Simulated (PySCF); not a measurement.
Species: C13H13P.
SMILES: `CP(c1ccccc1)c1ccccc1`

Torsions of this conformer, `[CH3:1][P:2]([c:3]1[cH:4][cH:5][cH:6][cH:7][cH:8]1)[c:9]1[cH:10][cH:11][cH:12][cH:13][cH:14]1`: C1–P2–C3–C4 162°, C1–P2–C9–C10 -67°.

The closed-shell ground state was solved at several levels (PySCF, density fitting, gas phase, non-relativistic). Geometry: PBE0-D3(BJ)/def2-SVP, one conformer, isolated molecule.

```csv
level,basis functions,HOMO (eV),LUMO (eV),gap (eV),dipole (D)
HF/pcSseg-1,310,-8.32,2.88,11.20,1.49
B3LYP/def2-SVPD,388,-6.07,-0.89,5.18,1.32
```

What might PBE0/pcSseg-1 (310 basis functions) give for the same quantities?

HOMO -6.29 eV, LUMO -0.70 eV, gap 5.59 eV, dipole 1.43 D.

Over all these levels, which gives the widest orbital gap and which the narrowest?

HF/pcSseg-1 (Hartree–Fock, all exact exchange) has the widest, 11.20 eV, and B3LYP/def2-SVPD (global hybrid, 20 % exact exchange) the narrowest, 5.18 eV. Functional and basis both differ between the two, so the spread mixes both effects. The HOMO need not be the same orbital at Hartree–Fock and at DFT levels.

How far do the dipole and the HOMO energy spread over the levels?

The dipole runs from 1.32 to 1.49 D (mean 1.41 D) and the HOMO from -8.32 to -6.07 eV.
